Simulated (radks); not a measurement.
Values are calculated unless marked as measured or tabulated.
Tl3+, configuration [Xe] 4f14 5d10.

Code: a radial shooting solver on a logarithmic mesh with Libxc functionals. Model: scalar-relativistic Kohn-Sham, r2SCAN, spin-polarised, spherical densities, finite nucleus; meta-GGA in the generalised Kohn-Sham scheme; Fermi nuclear charge, rms radius 5.4759 fm.

Energy parts (eV):
total: -550785.78
kinetic: 620016.40
electron-nucleus: -1371032.96
Hartree: 210520.96
exchange-correlation: -10290.18

Orbitals (lengths in bohr, moments of r in powers of bohr; <r^-3> diverges for s and p1/2; r(max) is where P^2 peaks):
orbital	occ.	eigenvalue (eV)	<r^-3>	r(max)	<r>
1s	2	-85716.37	-	0.01003	0.01632
2s	2	-15315.72	-	0.05812	0.06875
2p	6	-13177.40	28150	0.04832	0.06235
3s	2	-3689.660	-	0.1638	0.1774
3p	6	-3071.526	6517	0.1637	0.1792
3d	10	-2428.980	794.8	0.1335	0.1625
4s	2	-853.1156	-	0.3689	0.3916
4p	6	-649.6232	1586	0.3888	0.4172
4d	10	-409.6275	170.9	0.3954	0.4396
4f	14	-144.5765	34.10	0.3590	0.4677
5s	2	-162.7887	-	0.8093	0.8806
5p	6	-107.3902	281.7	0.9052	1.008
5d	10	-44.6965	19.27	1.109	1.333

The highest occupied level is 5d at -44.696 eV. The density falls to 0.001 e/bohr^3 at r = 3.18 bohr. For comparison, the ionisation energy in NIST's Atomic Spectra Database is 51.14 eV (measured). In exact Kohn-Sham theory the highest level is minus the ionisation energy, but local and semilocal functionals leave it too shallow, through self-interaction and a potential that decays too fast; potentials with the right tail come closer.

Beside tabulated values, note that scalar-relativistic runs lack spin-orbit coupling.
